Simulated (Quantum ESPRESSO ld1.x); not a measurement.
Results of a calculation; reference values are marked as such.
Question: These are the eigenvalues of the occupied orbitals of an atom or ion with whole-number occupations (Ry). Level of theory: scalar-relativistic Kohn-Sham, PBE, spin-unpolarised, spherical densities, point nucleus (ld1.x of Quantum ESPRESSO 7.5).

1s: -398.1611
2s: -48.3822
2p: -41.0535
3s: -8.7816
3p: -6.7891
4s: -2.4238

Which element is it, and in what charge state? The configuration may be excited.

Answer: Z = 23, vanadium, charge +3: V3+ in [Ar] 4s2. The list shows which subshells hold electrons but not how many an open one holds; the 1s level, -199.08 hartree, gives Z - s = 20.0 by -(Z - s)^2/2, which with screening and relativity narrows Z to a few neighbours, and the depths of the outer levels then fix element, charge and occupations together.
